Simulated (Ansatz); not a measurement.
One geometry of Al8N8⁻, a nanocrystal cut from wurtzite AlN (bare), several levels of theory.

```yaml
crystal:
  periodic: [false, false, false]
  atoms:
    - {symbol: Al, position_ang: [-1.672154, -0.960961, -2.692280]}
    - {symbol: N, position_ang: [-1.740047, -0.996470, -0.904419]}
    - {symbol: Al, position_ang: [-1.660451, -0.950739, 0.932515]}
    - {symbol: N, position_ang: [-1.654681, -0.945932, 2.766275]}
    - {symbol: Al, position_ang: [1.666938, -0.967341, -2.687347]}
    - {symbol: N, position_ang: [-0.000220, -0.001176, -3.033075]}
    - {symbol: N, position_ang: [1.731402, -1.008090, -0.900224]}
    - {symbol: Al, position_ang: [-0.002490, -0.001588, -0.969988]}
    - {symbol: Al, position_ang: [1.647738, -0.955521, 0.935167]}
    - {symbol: N, position_ang: [-0.005124, -0.002040, 0.842597]}
    - {symbol: N, position_ang: [1.646343, -0.941373, 2.770081]}
    - {symbol: Al, position_ang: [-0.005364, -0.002033, 2.825813]}
    - {symbol: Al, position_ang: [0.005541, 1.925892, -2.688528]}
    - {symbol: N, position_ang: [0.007483, 2.003202, -0.901176]}
    - {symbol: Al, position_ang: [0.009798, 1.905970, 0.934845]}
    - {symbol: N, position_ang: [0.025297, 1.898191, 2.769743]}
basis:
  gaussian: {orbitals: def2-TZVP, fitting: {mean_field: def2-universal-jkfit}}
total_charge: -1
magnetization: {spin_polarized: true, initial_magnetization: 1}
hamiltonian: {xc: pbe0, dispersion: d4}
scf: {omitted_lower_state_checks: [starts]}
output: {orbitals: {seedname: orbitals}}
```

The file start.molden holds the orbitals of an earlier run on this structure, at another level or in another basis.

```sh
$ ansatz run in.yaml --threads 2 --pin off --events-out ev --progress --plain --max-ram 22528MiB --backend cuda --devices 0, --max-vram 18GiB
```

It prints (some lines left out):

```
Functional definition: PBE0
  name "PBE0"
  cite "Adamo & Barone, J. Chem. Phys. 110, 6158 (1999) doi:10.1063/1.478522"
  cite "Perdew, Burke & Ernzerhof, Phys. Rev. Lett. 77, 3865 (1996) doi:10.1103/PhysRevLett.77.3865"
  parent pbe
  parameter a = 0.25
  parameter kappa = 0.804
  parameter beta = 0.06672455060314922
  exchange = (1 - a)*pbe_x(kappa = kappa, mu = beta*pi^2/3) + a*exact_x
  correlation = pbe_c(beta = beta)
these checks for a lower state are left out or cut short: starts
1640 factors; integrals over basis functions are off by at most 4.2e-1 eV
mean field evaluation 1: about -64590.0277 eV, gradient 1.2e2 eV
mean field evaluation 2: about -62254.6876 eV, gradient 5.2e2 eV
mean field evaluation 4: about -64616.4875 eV, gradient 9.3e1 eV
mean field evaluation 8: about -64668.2894 eV, gradient 1.8e1 eV
mean field evaluation 16: about -64670.0672 eV, gradient 4.2e0 eV
mean field evaluation 32: about -64671.3768 eV, gradient 8.2e-4 eV
mean field -64671.37679973 eV, -2376.6292615563 hartree, gradient 5.4e-6 eV, S^2 2.595628; 0 other end points of the search recorded, 0 dependent functions left out
reference -64671.37683874 eV, -2376.6292629902 hartree; 81, 80 occupied and 463, 464 virtual orbitals, 1640 factors
Total energy: -64672.56365765 eV, -2376.6728777804 hartree
Checks for a lower state left out: starts
```

It took 10 s on 2 threads of AMD EPYC 7R13 on a shared host and a share (18 GiB) of an NVIDIA H100 80GB HBM3, peak host memory 1.2 GiB.

The first input with `gaussian: {orbitals: def2-SVP, initial_orbitals: start.molden}`, `hamiltonian: {xc: {name: LC-wPBE, parameters: {omega: 0.15/bohr}}}` (abridged; 1.8 min, on the CPU threads alone):

```
Functional definition: LC-wPBE
mean field evaluation 16: about -64642.2424 eV, gradient 2.6e-5 eV
mean field -64642.24241639 eV, -2375.5585927166 hartree, gradient 4.8e-6 eV, S^2 2.520992
Total energy: -64642.24241645 eV, -2375.5585927189 hartree
Checks for a lower state left out: starts
```

The first input with `gaussian: {orbitals: def2-TZVP, fitting: {mean_field: def2-universal-jkfit}, initial_orbitals: start.molden}`, `hamiltonian: {xc: pbe, dispersion: d4}` (abridged; 9 s):

```
Functional definition: PBE
mean field evaluation 16: about -64667.7963 eV, gradient 4.7e-1 eV
mean field evaluation 32: about -64667.8473 eV, gradient 2.5e-6 eV
mean field -64667.84734091 eV, -2376.4995563373 hartree, gradient 2.5e-6 eV, S^2 2.074302
Total energy: -64669.19848749 eV, -2376.5492100580 hartree
Checks for a lower state left out: starts
```

The first input with `gaussian: {orbitals: def2-TZVP, fitting: {mean_field: def2-universal-jkfit}, initial_orbitals: start.molden}`, `hamiltonian: {xc: hf}` (abridged; 4.6 s):

```
Functional definition: HF
mean field -64531.31736738 eV, -2371.4821723532 hartree, gradient 8.8e-6 eV, S^2 2.779470
Total energy: -64531.31736738 eV, -2371.4821723532 hartree
Checks for a lower state left out: starts
```

The first input with `gaussian: {orbitals: def2-SVP, initial_orbitals: start.molden}`, `hamiltonian: {xc: {name: LC-wPBE, parameters: {omega: 0.2/bohr}}}` (abridged; 1.7 min, on the CPU threads alone):

```
Functional definition: LC-wPBE
mean field evaluation 16: about -64643.2788 eV, gradient 4.9e-6 eV
mean field -64643.27878475 eV, -2375.5966785516 hartree, gradient 4.9e-6 eV, S^2 2.622491
Total energy: -64643.27878479 eV, -2375.5966785529 hartree
Checks for a lower state left out: starts
```

As the first input, with `gaussian: {orbitals: def2-SVP, initial_orbitals: start.molden}`, `hamiltonian: {xc: {name: LC-wPBE, parameters: {omega: 0.1/bohr}}}` (abridged; 2.5 min, on the CPU threads alone):

```
Functional definition: LC-wPBE
mean field evaluation 16: about -64641.4377 eV, gradient 3.2e-5 eV
mean field -64641.43771879 eV, -2375.5290206253 hartree, gradient 6.6e-6 eV, S^2 2.411848
Total energy: -64641.43771894 eV, -2375.5290206308 hartree
Checks for a lower state left out: starts
```

First input, but with `gaussian: {orbitals: def2-SVP, initial_orbitals: start.molden}`, `hamiltonian: {xc: {name: LC-wPBE, parameters: {omega: 0.3/bohr}}}` (abridged; 1.9 min, on the CPU threads alone):

```
Functional definition: LC-wPBE
mean field evaluation 16: about -64645.8101 eV, gradient 3.7e-5 eV
mean field -64645.81012775 eV, -2375.6897036909 hartree, gradient 7.4e-6 eV, S^2 2.696505
Total energy: -64645.81012776 eV, -2375.6897036914 hartree
Checks for a lower state left out: starts
```

Geometry: PBE-D4/def2-SVP, that of the neutral singlet.

Single mean-field runs in def2-TZVP are fitted with def2-universal-jkfit. At PBE0-D4/def2-TZVP, LC-ωPBE (ω = 0.15 bohr⁻¹)/def2-SVP, PBE-D4/def2-TZVP, HF/def2-TZVP and others the charge -1 doublet is spin-contaminated (final ⟨S²⟩ up to 2.78, 0.75 for a pure state). At PBE-D4/def2-TZVP the gap within one spin of the charge -1 doublet nearly closes, so an electron or hole may be smeared out by delocalisation error.
